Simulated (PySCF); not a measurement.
Frontier levels across methods

Species: C₃H₁₀OSi.
Geometry (PBE0-D3(BJ)/def2-SVP, Å), atoms numbered from 1 in this order:
```xyz
15
C3H10OSi angstrom
C      2.4426   -0.2194   -0.3359
Si     0.7504    0.6012   -0.4178
C     -0.6067   -0.6681   -0.0432
C     -2.0007   -0.1814   -0.4207
O     -2.2519    1.1343    0.0048
H      2.6210   -0.6522    0.6612
H      2.5269   -1.0294   -1.0773
H      3.2442    0.5081   -0.5356
H      0.7094    1.7189    0.5766
H      0.5274    1.1724   -1.7834
H     -0.3772   -1.6091   -0.5729
H     -0.5595   -0.9133    1.0345
H     -2.7731   -0.8820   -0.0440
H     -2.1003   -0.1646   -1.5178
H     -2.1623    1.1618    0.9635
```

Basis pcSseg-1 throughout (PySCF), one geometry. Isolated species at its PBE0-D3(BJ)/def2-SVP geometry (one conformer only).

Question: How do the orbital energies, the gap and the dipole change with the method?

Answer: 
| method | kind | HOMO (eV) | LUMO (eV) | gap (eV) | μ (D) | SCF cycles |
| --- | --- | --- | --- | --- | --- | --- |
| BLYP | GGA | -6.09 | 0.20 | 6.29 | 2.08 | 14 |
| OPBE | GGA | -6.15 | 0.46 | 6.61 | 2.09 | 14 |
| PBE | GGA | -6.19 | 0.18 | 6.37 | 2.11 | 14 |
| B97-D | GGA | -6.25 | 0.33 | 6.58 | 2.10 | 14 |
| LDA | LDA | -6.31 | -0.03 | 6.28 | 2.20 | 13 |
| BP86 | GGA | -6.32 | 0.24 | 6.56 | 2.13 | 13 |
| KT2 | GGA | -6.37 | 0.09 | 6.46 | 2.04 | 14 |
| KT3 | GGA | -6.37 | 0.09 | 6.46 | 2.01 | 14 |
| B97-2 | global hybrid | -7.56 | 1.07 | 8.63 | 2.17 | 12 |
| B3LYP | global hybrid | -7.58 | 0.73 | 8.30 | 2.15 | 12 |
| PBE0 | global hybrid | -7.83 | 1.05 | 8.87 | 2.19 | 12 |
| mPW1PW91 | global hybrid | -7.88 | 1.06 | 8.93 | 2.19 | 12 |
| CAM-B3LYP | range-separated hybrid | -9.27 | 1.91 | 11.18 | 2.19 | 12 |
| BHandHLYP | global hybrid | -9.32 | 1.76 | 11.08 | 2.22 | 12 |
| wB97X-D | range-separated hybrid | -9.77 | 2.86 | 12.63 | 2.20 | 12 |
| LC-wPBE | range-separated hybrid | -10.62 | 3.24 | 13.87 | 2.24 | 12 |
| HF | Hartree–Fock | -11.43 | 3.95 | 15.38 | 2.31 | 9 |

The HOMO spans 5.34 eV, from BLYP down to HF, and the gap runs from 6.28 eV (LDA) to 15.38 eV (HF). Over the methods BLYP (0 %), OPBE (0 %), PBE (0 %), B97-D (0 %), LDA (0 %), BP86 (0 %), KT2 (0 %), KT3 (0 %), B97-2 (21 %), B3LYP (20 %), PBE0 (25 %), mPW1PW91 (25 %), BHandHLYP (50 %), HF (100 %), a straight line through the gap against the share of exact exchange rises by 0.90 eV for each 10 % (correlation coefficient 0.999). The dipole ranges from 2.01 D (KT3) to 2.31 D (HF). This basis has no diffuse functions.
